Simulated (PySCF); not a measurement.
## State search for KB

Unrestricted PBE0; K def2-TZVPP, B def2-TZVPP; no relativity (PySCF 2.14). Outer shells of the fragments: K 4s1; B 2s2 2p1.

Followed along the bond (rough minima from three points):

| 2Ms+1 | unpaired | ⟨S²⟩ at the start | R at minimum (Å) | Te (eV) |
| --- | --- | --- | --- | --- |
| 3 | σ ↑, π ↑ | 2.00 | 2.87 | 0.00 |
| 1 | σ ↓, π ↑ | 1.01 | 2.90 | 0.21 |
| 3 | π ↑↑ | 2.01 | 2.58 | 0.25 |
| 1 | π ↑↓ | 1.01 | 2.58 | 0.46 |
| 1 | none | 0.00 | 3.18 | 0.60 |

Solutions found at the starting distance of 2.760 Å, counted from the lowest of them; the search is not exhaustive and high or unbound solutions are not listed, so other states can lie among these:

```tsv
2Ms+1	unpaired	term	E (eV)	⟨S²⟩	⟨Lz²⟩	μ (D)
3	σ ↑, π ↑	³Π	0.00	2.00	1.01	-7.71
1	σ ↓, π ↑	mixed	0.21	1.01	1.01	-7.28
3	π ↑↑	³Σ⁻	0.29	2.01	0.00	-9.70
1	π ↑↓	mixed	0.49	1.01	2.02	-9.62
1	none	¹Σ⁺	0.79	0.00	0.00	-5.53
1	none	mixed	1.35	0.00	2.00	-9.05
```

A term symbol is given only where ⟨S²⟩ and ⟨Lz²⟩ are close to those of a pure state; real π, δ and φ orbitals otherwise mix terms. A positive dipole means K(−)B(+).
